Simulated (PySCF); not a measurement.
## Worked example for hydrazine: ionisation energy to the radical cation

Structure: `NN` (H4N2).

Level of theory: ωB97X-D3(BJ)/ma-def2-TZVP single points in PySCF, grid level 2; every species was optimised with PBE0-D3(BJ)/def2-SVP. Zero-point energies come from unscaled PBE0-D3(BJ)/def2-SVP harmonic frequencies.

| state | structure | E / Eh |
| --- | --- | --- |
| parent | parent | -111.954014 |
| radical cation | parent | -111.582570 |
| radical cation | radical cation | -111.662217 |
| parent | radical cation | -111.898923 |

Zero-point energy of the radical cation less that of the parent: -0.043 eV. 1 Eh = 27.2114 eV.

Problem. Work out the vertical and adiabatic ionisation energy.

Solution. Vertical: (-111.582570) − (-111.954014) = 0.371444 Eh = 10.11 eV. Adiabatic: 0.291797 Eh = 7.940 eV, and 7.90 eV with zero-point energy.

Problem. And the inner reorganisation energy of self-exchange?

Solution. The radical cation relaxes by 2167.3 meV and the parent by 1499.1 meV, so λ = 3666 meV.

---

Worked example for 1,4-difluorobenzene: ionisation energy to the radical cation

Structure: `Fc1ccc(F)cc1` (C6H4F2).

These are calculated values, ωB97X-D3(BJ)/ma-def2-TZVP in PySCF (grid level 2) at geometries from PBE0-D3(BJ)/ma-def2-SVP. The prefix ma- adds one diffuse s and one diffuse p function on all atoms but H. Zero-point energies come from unscaled GFN2-xTB harmonic frequencies. These were taken at the GFN2-xTB minima.

```
         state       structure       E / Eh
        parent          parent  -431.011697
radical cation          parent  -430.672540
radical cation  radical cation  -430.681166
        parent  radical cation  -430.999421
```

Zero-point energy of the radical cation less that of the parent: -0.048 eV. 1 Eh = 27.2114 eV.

Problem. Work out the vertical and adiabatic ionisation energy.

Solution. Vertical: (-430.672540) − (-431.011697) = 0.339157 Eh = 9.23 eV. Adiabatic: 0.330531 Eh = 8.994 eV, and 8.95 eV with zero-point energy.

Problem. And the inner reorganisation energy of self-exchange?

Solution. The radical cation relaxes by 234.7 meV and the parent by 334.0 meV, so λ = 569 meV.

---

**Worked example for sulfur dioxide: ionisation energy to the radical cation**

Structure: `O=S=O` (O2S).

Computed at ωB97X-D3(BJ)/ma-def2-TZVP // PBE0-D3(BJ)/ma-def2-SVP with PySCF (density fitting, grid level 2). Zero-point energies come from unscaled PBE0-D3(BJ)/ma-def2-SVP harmonic frequencies.

| state | structure | E / Eh |
| --- | --- | --- |
| parent | parent | -548.728682 |
| radical cation | parent | -548.263561 |
| radical cation | radical cation | -548.271508 |
| parent | radical cation | -548.721896 |

Zero-point energy of the radical cation less that of the parent: -0.019 eV. 1 Eh = 27.2114 eV.

Work out the vertical and adiabatic ionisation energy.

Vertical: (-548.263561) − (-548.728682) = 0.465121 Eh = 12.66 eV. Adiabatic: 0.457174 Eh = 12.440 eV, and 12.42 eV with zero-point energy.

And the inner reorganisation energy of self-exchange?

The radical cation relaxes by 216.3 meV and the parent by 184.7 meV, so λ = 401 meV.
